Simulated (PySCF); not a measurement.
Two-dimensional NMR puzzle

Compound of formula C$_{7}$H$_{8}$. Correlations simulated from computed shifts and the bond graph:

HSQC (one-bond C–H):
```csv
δH,δC
7.56,134.0
7.49,134.3
7.43,130.7
2.51,24.3
```

COSY cross peaks (H two or three bonds apart, from the bond graph; peaks can be absent where the dihedral angle is near 90°):
```csv
δH,δH
7.56,7.49
7.56,7.43
```

HMBC (two and three bonds, from the bond graph):
```csv
δH,δC
7.56,"143.4, 134.3, 134.0, 130.7"
7.49,"143.4, 134.3, 134.0, 130.7, 24.3"
7.43,"134.3, 134.0"
2.51,"143.4, 134.3"
```

Carbons without hydrogens: δ 143.4.

PySCF 2.14 calculation with GIAO PBE0/pcSseg-1 shieldings and coordinates at the GFN2-xTB level; rapidly exchanging positions averaged, non-relativistic, gas phase, a single conformation.

Shifts are taken against calculated references (same method and geometry level): $^{1}$H (σ = 31.72 ppm) and $^{13}$C (σ = 186.93 ppm) vs TMS.

Exchangeable hydrogens are left out of these lists.

Which molecule is this?

Results:

`Cc1ccccc1`.

Mapped SMILES: `[CH3:1][c:2]1[cH:3][cH:4][cH:5][cH:6][cH:7]1`. Each H is labelled by its parent atom.

- δC 143.4 is C2, a substituted aromatic carbon.
- δC 134.3 is C3/C7, an aromatic CH (δH 7.49).
- δC 134.0 is C4/C6, an aromatic CH (δH 7.56).
- δC 130.7 is C5, an aromatic CH (δH 7.43).
- δC 24.3 is C1, a methyl carbon on an aromatic ring (δH 2.51).
- HMBC from δH 7.56 reaches the proton-free carbon C2.
- HMBC from δH 7.49 reaches the proton-free carbon C2.
- HMBC from δH 2.51 reaches the proton-free carbon C2.
- COSY links 7.56–7.49, 7.56–7.43.

The shifts were computed for this structure.

Shifts are as computed. Against solution values, carbons near 30 ppm lie about +3 ppm off and those near 130 ppm about +5 ppm. Of 246 compounds with measured shifts, 49 miss one by over three times the rms of a fit or turn the order of signals round; such compounds aren't used in these exercises.
